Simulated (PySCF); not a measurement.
## Frontier levels across methods

Species: CHBF₂S.
Structure used (PBE0-D3(BJ)/def2-SVP), in Å, numbered top down from 1:
```
atom  x, y, z in Å
F1     1.1478    1.3969    0.2440
B2     0.7287    0.1561    0.2716
F3     1.5540   -0.7601    0.7362
C4    -0.7046   -0.2584   -0.2302
S5    -1.7124    0.7748   -0.9606
H6    -1.0110   -1.3076   -0.0812
```

Basis pcSseg-2 throughout (PySCF), one geometry. Isolated species at its PBE0-D3(BJ)/def2-SVP geometry, gas phase.

How do the orbital energies, the gap and the dipole change with the method?

```csv
method,kind,HOMO (eV),LUMO (eV),gap (eV),μ (D),SCF cycles
BLYP,GGA,-5.61,-4.37,1.24,1.09,16
B97-D,GGA,-5.74,-4.43,1.31,1.12,15
OPBE,GGA,-5.75,-4.48,1.27,1.11,16
PBE,GGA,-5.76,-4.53,1.22,1.10,15
KT2,GGA,-5.84,-4.53,1.31,1.11,15
BP86,GGA,-5.85,-4.61,1.24,1.10,14
KT3,GGA,-5.86,-4.51,1.35,1.11,15
LDA,LDA,-5.88,-4.76,1.12,1.11,14
B97-2,global hybrid,-6.79,-3.69,3.10,1.17,14
B3LYP,global hybrid,-6.80,-3.84,2.97,1.16,14
PBE0,global hybrid,-7.04,-3.65,3.38,1.17,14
mPW1PW91,global hybrid,-7.06,-3.66,3.40,1.17,14
BHandHLYP,global hybrid,-8.20,-2.62,5.57,1.24,13
CAM-B3LYP,range-separated hybrid,-8.40,-2.49,5.91,1.18,14
wB97X-D,range-separated hybrid,-8.90,-1.83,7.07,1.19,15
LC-wPBE,range-separated hybrid,-9.79,-1.37,8.42,1.19,16
HF,Hartree–Fock,-9.98,-0.06,9.92,1.36,12
```

The HOMO spans 4.36 eV, from BLYP down to HF, and the gap runs from 1.12 eV (LDA) to 9.92 eV (HF). Over the methods BLYP (0 %), B97-D (0 %), OPBE (0 %), PBE (0 %), KT2 (0 %), BP86 (0 %), KT3 (0 %), LDA (0 %), B97-2 (21 %), B3LYP (20 %), PBE0 (25 %), mPW1PW91 (25 %), BHandHLYP (50 %), HF (100 %), a straight line through the gap against the share of exact exchange rises by 0.87 eV for each 10 % (correlation coefficient 1.000). The dipole ranges from 1.09 D (BLYP) to 1.36 D (HF). This basis has no diffuse functions.
